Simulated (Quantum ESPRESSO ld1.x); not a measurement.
The numbers below are computed, except where a source is named.
Radial electron density D(r) = 4 pi r^2 rho(r) of an atom or ion with 43 electrons. Level of theory: Dirac Kohn-Sham, Engel-Vosko exchange with Perdew-Wang LDA correlation, spin-unpolarised, spherical densities, point nucleus (ld1.x of Quantum ESPRESSO 7.5).

r (bohr),D(r) (e/bohr)
0.00125,1.728
0.001421,2.164
0.001628,2.743
0.00185,3.421
0.002119,4.311
0.002409,5.342
0.00276,6.682
0.003137,8.213
0.003593,10.17
0.004084,12.38
0.004679,15.14
0.005318,18.17
0.006093,21.86
0.006925,25.77
0.007934,30.36
0.009017,34.99
0.01033,40.11
0.01174,44.90
0.01345,49.71
0.01529,53.66
0.01752,56.90
0.02007,58.86
0.02281,59.36
0.02613,58.45
0.0297,56.53
0.03403,53.92
0.03867,51.73
0.04431,50.66
0.05036,51.60
0.05769,55.03
0.06557,60.21
0.07512,66.55
0.08538,71.56
0.09782,73.92
0.1112,72.19
0.1274,66.37
0.1448,58.90
0.1659,51.89
0.1885,48.77
0.216,50.15
0.2455,54.40
0.2812,58.37
0.3222,57.92
0.3662,51.84
0.4195,40.79
0.4768,29.47
0.5463,20.29
0.6209,16.08
0.7113,15.58
0.8084,16.64
0.9262,16.99
1.053,15.59
1.206,12.54
1.371,9.106
1.57,5.806
1.785,3.466
2.045,1.836
2.324,0.9340
2.663,0.4151
3.026,0.1724
3.467,0.05689
3.941,0.01615
4.515,0.003259

What is the nuclear charge?

Answer. Z = 46. The innermost maximum, from 1s, lies near gamma/Z bohr with gamma = sqrt(1 - (Z/c)^2) = 0.942, here 0.0205 bohr (found: 0.0224), and its height grows with Z. The density is that of the palladium ion Pd3+ in [Kr] 4d7; the configuration itself is not fixed sharply by these data, and Z only to a few units. D(r) has 4 maxima, at r = 0.0224, 0.0986, 0.297, 0.890 bohr, and minima at 0.0447, 0.193, 0.678 bohr, inside which lie 2.05, 11.12, 29.03 electrons.
